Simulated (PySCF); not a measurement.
**Mayer bond orders and bond lengths**

Species: C6H6O3.
SMILES with atom numbers: `[CH3:1][C:2](=[O:3])[O:4][c:5]1[cH:6][cH:7][cH:8][o:9]1` (hydrogens: H10, H11, H12 on C1; H13 on C6; H14 on C7; H15 on C8)

Cartesian coordinates in Å at the PBE0-D3(BJ)/def2-SVP level; atoms count from 1:
```
atom  x, y, z in Å
C1    -2.9941   -0.2512   -0.6667
C2    -1.7137   -0.3111    0.1060
O3    -1.5854   -0.6359    1.2506
O4    -0.6784    0.0818   -0.6833
C5     0.5840    0.1288   -0.2128
C6     1.2057   -0.1296    0.9742
C7     2.5903    0.1444    0.7213
C8     2.6797    0.5393   -0.5768
O9     1.4498    0.5300   -1.1498
H10   -3.7907   -0.7286   -0.0860
H11   -3.2572    0.8007   -0.8559
H12   -2.8777   -0.7408   -1.6432
H13    0.7312   -0.4687    1.8874
H14    3.4122    0.0553    1.4284
H15    3.5007    0.8457   -1.2181
```

Bond orders from the PBE0/pcSseg-1 density (PySCF). One conformer (not necessarily the lowest) at the PBE0-D3(BJ)/def2-SVP geometry, without solvent, vibrations or thermal averaging.

(1) How far do the computed orders between heavy atoms stray from the drawn ones?

(2) Set the Mayer orders of the bonds between heavy atoms beside their lengths.

## Answers

(1) The largest departure is 0.444, at C8–O9 (drawn aromatic, 1.056), counting aromatic bonds as 1.5. The bonds drawn aromatic range from 1.06 to 1.62.

(2) 
| bond | drawn as | length (Å) | Mayer order |
| --- | --- | --- | --- |
| C1–C2 | single | 1.497 | 1.024 |
| C2–O3 | double | 1.197 | 1.997 |
| C2–O4 | single | 1.360 | 1.001 |
| O4–C5 | single | 1.348 | 0.973 |
| C5–C6 | aromatic | 1.365 | 1.609 |
| C6–C7 | aromatic | 1.434 | 1.207 |
| C7–C8 | aromatic | 1.360 | 1.622 |
| C8–O9 | aromatic | 1.357 | 1.056 |
| O9–C5 | aromatic | 1.337 | 1.078 |

Bonds between the same two heavy elements. C–C: lowest C1–C2 (1.024, 1.497 Å), highest C7–C8 (1.622, 1.360 Å). C–O: lowest O4–C5 (0.973, 1.348 Å), highest C2–O3 (1.997, 1.197 Å); in 2 of the 10 pairs the longer bond (by over 0.003 Å) has the higher order (by 0.02 or more).

Problem. And the bonds to hydrogen?

Solution. C–H: 0.94 to 0.98 (6 bonds).

Problem. Sum the orders of all bonds at each heavy atom with more than one neighbour and set the sums beside the valence in the SMILES.

Solution. C1 3.862 (drawn 4), C2 4.022 (drawn 4), O4 1.974 (drawn 2), C5 3.660 (drawn 4), C6 3.792 (drawn 4), C7 3.811 (drawn 4), C8 3.663 (drawn 4), O9 2.134 (drawn 2). Orders between atoms that aren't bonded are not in these sums.

The Mayer order sums products of elements of PS (density times overlap matrix) between the two atoms' basis functions, so it depends on the basis set.
